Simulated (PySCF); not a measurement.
H₂Sb, charge -1. Atoms are numbered in the order given.

```xyz
3

Sb     0.0000     0.0000    -0.0460
H      0.0000     1.2255     1.1729
H      0.0000    -1.2255     1.1729
```
Charge -1, spin multiplicity 1.

The structure is a stationary point at r2SCAN-D4/def2-TZVPD. The def2 effective core potentials stand for the cores of Sb; spin–orbit coupling is left out.

Computed with r2SCAN/def2-TZVPD (PySCF).

The molecule is in vacuum. A positive occupied level means that this level leaves the electron formally unbound; only the finite basis holds it.

```yaml
total_energy: -241.55311 hartree
point_group: C2v
highest_occupied_level: 1.35 eV
lowest_empty_level: 4.39 eV
orbital_gap: 3.03 eV
dipole_moment_about_the_centre_of_nuclear_charge: 0.81 D
mean_static_polarisability: 94.3 bohr³ (13.98 Å³)
polarisability_principal_values: 79.8, 84.4, 118.7 bohr³
```
